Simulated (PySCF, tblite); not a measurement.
Calculations on `[C](O)(COC(F)(F)F)C` [radical], in the order of a workflow; each names the level of the geometry that it ran on. Settings lines and outputs come from a driver script.

Species: C4H6F3O2 (doublet state).
SMILES with atom numbers: `[CH3:1][C:2]([OH:3])[CH2:4][O:5][C:6]([F:7])([F:8])[F:9]` (hydrogens: H10, H11, H12 on C1; H13 on O3; H14, H15 on C4)

Step 1: GFN2-xTB geometry optimisation, gas phase (tblite 0.8.0) (from a force-field or distance-geometry start)
```json
{"job": {"kind": "relax", "xc": "GFN2-xTB", "basis": "xTB"}, "charge": 0, "multiplicity": 2}
```
```
step      E/eV     max force
  0    -921.32763    3.911
  1    -921.87606    1.347
  2    -921.99707    0.838
...
118    -922.76034    0.023
119    -922.76041    0.016
120    -922.76046    0.014
121    -922.76048    0.013
122    -922.76051    0.010
```

Energy lowered by 33.0 kcal/mol over 122 steps; largest atomic force 0.010 eV/Å at the end. «max force» is the largest atomic force in eV/Å.

Time: 1.1 s of wall time. Hardware: an Intel Xeon Platinum 8259CL at 2.50 GHz with one thread, no GPU, on a shared host.

Step 2: GFN2-xTB harmonic vibrations, gas phase (tblite 0.8.0) (on the GFN2-xTB geometry)
```json
{"job": {"kind": "ir", "xc": "GFN2-xTB", "basis": "xTB"}, "charge": 0, "multiplicity": 2}
```
```
(table of modes left out)
```

39 modes from 18 to 3520 cm⁻¹ (unscaled, harmonic); zero-point energy 62.4 kcal/mol; all wavenumbers are real at this level.

On one thread, Intel Xeon Platinum 8259CL at 2.50 GHz (x86_64) (shared host), this took 0.69 s of wall time.

Step 3: UKS B3LYP, pcH-1 on C F H O, non-relativistic, mean-field spin-orbit, GIAO (PySCF 2.14.0) (on the GFN2-xTB geometry)
```json
{"job": {"kind": "epr", "basis": "pcH-1"}, "charge": 0, "multiplicity": 2}
```
```
...
E = -606.00385028 Eh   <S^2> = 0.7535 (exact 0.7500)
g shifts (ppm)      1          2          3
  rmc          -213       -213       -213
  gc              3         66         58
  oz_so         -26       1004       1793
  total        -236        858       1638
hyperfine (MHz)  atom isotope    a_iso     a_fc   dipolar eigenvalues
    0   13C     -26.32     -26.32     -1.76     -0.38      2.14
    1   13C      86.00      86.00    -71.82    -70.98    142.81
    2   17O     -20.05     -20.05    -62.61     30.12     32.50
    3   13C      -0.66      -0.66     -3.77     -0.16      3.94
    4   17O     -79.59     -79.59    -27.04     13.43     13.61
    5   13C      -1.51      -1.51     -1.51      0.34      1.17
    6   19F      -0.38      -0.38     -1.94      0.08      1.86
    7   19F      36.56      36.56    -12.48    -11.99     24.47
    8   19F      -1.99      -1.99     -5.40     -3.22      8.63
    9    1H      33.33      33.33     -4.65     -4.23      8.88
   10    1H     124.85     124.85     -4.71     -2.76      7.48
   11    1H      24.14      24.14     -4.43     -3.95      8.38
   12    1H     -10.00     -10.00    -12.15     -8.61     20.76
   13    1H      43.79      43.79     -6.83     -2.17      9.01
   14    1H      -0.37      -0.37     -6.66     -3.32      9.98
```

⟨S²⟩ 0.754; g_iso 2.0031. rmc, gc and oz_so are the mass-correction, gauge-correction and orbital-Zeeman/spin–orbit parts of the g shift along its three principal axes; a_iso is the isotropic hyperfine coupling and a_fc its Fermi-contact part. The log counts atoms from 0, this text from 1.

Time: 83 s (with the writing of density and orbital grids); peak memory 0.97 GiB. Hardware: Intel Xeon Platinum 8259CL at 2.50 GHz, one thread, no GPU, shared host with 96 logical CPUs at a one-minute load of 19.

Geometry of the electronic-property runs (GFN2-xTB):
```
atom  x, y, z in Å
C1    -1.4876    0.0162   -1.1764
C2    -1.0930   -0.0604    0.2522
O3    -1.6598   -1.0719    0.9739
C4    -0.0314    0.7393    0.8464
O5     1.2801   -0.0256    1.0478
C6     2.0181   -0.2216   -0.0095
F7     2.2889    0.9005   -0.7105
F8     3.1928   -0.7447    0.3417
F9     1.4861   -1.0685   -0.9183
H10   -1.4670    1.0455   -1.5289
H11   -0.8174   -0.5721   -1.8114
H12   -2.4892   -0.3917   -1.2880
H13   -1.2124   -1.1706    1.8230
H14   -0.2214    1.0149    1.8867
H15    0.2086    1.6185    0.2494
```

 (This holds for the electronic-property runs.)

One conformer stands for the species.
